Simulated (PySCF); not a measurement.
**Static response to an electric field**

Species: C3H3F3P2.
SMILES with atom numbers: `[CH2:1]=[CH:2]/[P:3]=[P:4]\[C:5]([F:6])([F:7])[F:8]` (hydrogens: H9, H10 on C1; H11 on C2)

Cartesian coordinates in Å at the GFN2-xTB level; atoms count from 1:
```xyz
11
C3H3F3P2 angstrom
C      1.6875    0.3470   -0.6823
C      1.2741   -0.3745    0.3467
P      0.6853    0.3320    1.9208
P     -1.3294    0.5585    1.7448
C     -1.7431   -0.0597   -0.0098
F     -1.2555    0.7385   -0.9737
F     -1.3035   -1.3027   -0.2701
F     -3.0705   -0.0901   -0.1766
H      1.6316    1.4236   -0.6877
H      2.0777   -0.1144   -1.5742
H      1.3512   -1.4557    0.3361
```

Level: CAM-B3LYP/def2-SVPD (PySCF), static field, nuclei fixed, core orbitals frozen in the response. The polarisability tensor in these axes (au):

```
x   110.03  -1.74  -6.93
y    -1.74  69.38   1.46
z    -6.93   1.46  91.20
```

Problem. Diagonalise the tensor; give its mean and Δα, where Δα² is half the sum of the squared differences of the eigenvalues.

Solution. Principal values 69.24, 88.96 and 112.41 au; mean 90.20 au = 13.37 Å³ = 14.87 × 10⁻⁴⁰ C²·m²/J; Δα = 37.43 au (41 % of the mean).

Problem. What is the dipole moment, and where does it point?

Solution. (1.82, -0.05, 0.07) D, 1.82 D in size, pointing from the negative to the positive side. Measured along this direction, the outermost atoms are F8 at the negative end and H10 at the positive end.

Problem. Find the Langevin capture rate constant for H3O+ (19.018 u) meeting this molecule (157.966 u), k = 2.342 × 10⁻⁹ cm³/s × √(α in Å³ / reduced mass in u).

Solution. The reduced mass is 16.97 u, so k = 2.08 × 10⁻⁹ cm³/s. The formula leaves out the permanent dipole, which adds to the capture rate.

Problem. Traceless (Buckingham) quadrupole moment about the centre of nuclear charge: eigenvalues?

Solution. -6.30, 2.49, 3.81 D·Å. The values depend on the origin, since the dipole doesn't vanish. The electronic extent ⟨r²⟩ about the same centre is 1214 bohr², a root-mean-square distance of 2.09 Å for the 78 electrons.

Problem. Molar refractivity from α?

Solution. Lorentz–Lorenz: R = (4π/3)N_A α = 2.5225 cm³/(mol·Å³) × 13.37 Å³ = 33.7 cm³/mol, in the limit of long wavelengths.

Problem. What would n − 1 = 2πNα be for an ideal gas of these molecules at 298.15 K and 1 atm, electronic part alone?

Solution. N = p/kT = 2.4615 × 10¹⁹ cm⁻³, so n − 1 = 2π × N × 13.37 × 10⁻²⁴ cm³ = 2067 × 10⁻⁶ at long wavelengths.

Problem. What depolarisation ratio follows for Rayleigh scattering of linearly polarised light, taking the static tensor?

Solution. ρ = 3Δα²/(45ᾱ² + 4Δα²) = 4203.9/(366140 + 5605.1) = 0.0113.

Isolated species at its GFN2-xTB geometry (one conformer only).
